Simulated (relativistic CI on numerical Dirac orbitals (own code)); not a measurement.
## Hyperfine structure of Hg3+, mass number 199

Computed by Dirac-Coulomb-Breit CI, separate exchange-only KLI orbitals for each configuration, model QED, valence Slater integrals scaled by 0.85, P86 correlation energy added to each configuration (own radial code, finite nucleus).

CI space (outside the closed core [Kr] 4d10 4f14 5s2): 5p6.5d9, 5p6.5d8.6s, 5p6.5d8.6p, 5p6.5d8.5f, 5p6.5d8.6d, 5p6.5d8.7s, 5p6.5d7.6s.6p, 5p6.5d8.7p, 5p6.5d8.7d, 5p6.5d8.6f, 5p5.5d10, 5p6.5d8.5g, 5p6.5d8.7f, 5p6.5d7.6s2, 5p6.5d6.6s2.6p, 5p6.5d6.5f.6s2, 5p6.5d6.6s2.6d, 5p6.5d6.6s2.7s, 5p6.5d6.6s2.7p. Double excitations out of closed p, d and f shells are left out; levels of such configurations are missing from the list, as are those of other unlisted configurations, and high levels can miss mixing partners.

Nuclear spin I = 1/2, μ = 0.5039 μN (tables of Stone and Pyykkö). The electronic factors are computed for point nuclear moments, without core polarisation; leaving it out makes A of s and p electrons in near-neutral atoms 20 to 40 % too small, and it can dominate for d and f shells.

| Level | E (cm⁻¹) | A (MHz) |
| --- | --- | --- |
| 5p6.5d9 2D_5/2 | 0.0 | 1112 |
| 5p6.5d9 2D_3/2 | 14763.9 | 2709 |
| 5p6.5d8.6s 4F_9/2 | 65284.8 | 7523 |
| 5p6.5d8.6s 4F_7/2 | 71497.4 | -2592 |
| 5p6.5d8.6s 4F_5/2 | 82432.3 | -1190 |
| 5p6.5d8.6s 2F_7/2 | 83996.8 | 7060 |
| 5p6.5d8.6s 4P_1/2 | 88575.3 | 45180 |
| 5p6.5d8.6s 4P_3/2 | 89411.2 | -238 |

Levels with J = 0, under 50 % of one LS term, or S terms without an open s electron are left out. Small factors come from cancelling terms and can be off by tens of per cent or more.

Correlation outside the listed configurations is missing or only estimated: errors of thousands of cm⁻¹ between configurations and terms are usual at this charge. Rates and lifetimes follow the computed energies and can be off by large factors. The fine structure of a lone outer electron comes out too small, for d and f at times inverted, and misplaced configurations move strength between like terms.

(1) Give the hyperfine levels of 5p6.5d9 2D_5/2 relative to its centre of gravity.

Answers

(1) With K = F(F + 1) − I(I + 1) − J(J + 1), E = AK/2: F = 2: -1947, F = 3: 1390 MHz.

LS names give the leading component of a level, which can be under half, so a name can repeat, a term be missing and a line seem to break the LS rules.
